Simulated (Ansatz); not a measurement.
A search over several starts for the lowest SCF solution of the cluster Na5⁻ at the given spin, in a small basis.

```yaml
crystal:
  periodic: [false, false, false]
  atoms:
    - {symbol: Na, position_ang: [0.479183, -0.107890, -2.592455]}
    - {symbol: Na, position_ang: [-1.792879, 2.767958, -1.574638]}
    - {symbol: Na, position_ang: [1.568823, -2.102934, -0.128468]}
    - {symbol: Na, position_ang: [0.416137, -1.279430, 3.406609]}
    - {symbol: Na, position_ang: [-0.671255, 0.722296, 0.888963]}
basis:
  gaussian: {orbitals: def2-SVP}
total_charge: -1
magnetization: {spin_polarized: true, initial_magnetization: 0}
hamiltonian: {xc: pbe0}
output: {orbitals: {seedname: orbitals}}
```

```sh
$ ansatz run in.yaml --threads 4 --pin off --events-out ev --progress --plain --max-ram 3916MiB
```

Shortened log:

```
Functional definition: PBE0
675 factors; integrals over basis functions are off by at most 7.7e-4 eV
mean field evaluation 1: about -22060.2531 eV, gradient 8.4e-1 eV
mean field evaluation 2: about -22060.2620 eV, gradient 5.4e-1 eV
mean field evaluation 4: about -22060.3740 eV, gradient 3.2e-1 eV
mean field evaluation 8: about -22060.3774 eV, gradient 5.8e-3 eV
mean field evaluation 16: about -22060.3774 eV, gradient 2.3e-5 eV
mean field evaluation 32: about -22060.3322 eV, gradient 3.7e-1 eV
mean field -22060.37736445 eV, -810.7039150828 hartree, gradient 5.5e-6 eV, S^2 0.000000; 6 other end points of the search recorded, 0 dependent functions left out
reference -22060.37739314 eV, -810.7039161370 hartree; 28, 28 occupied and 47, 47 virtual orbitals, 675 factors
Total energy: -22060.37739314 eV, -810.7039161370 hartree
```

Hardware: 4 threads of Arm Neoverse V1 on a shared host. Wall time 7 s.

The structure comes from a short search, and lower isomers may exist.
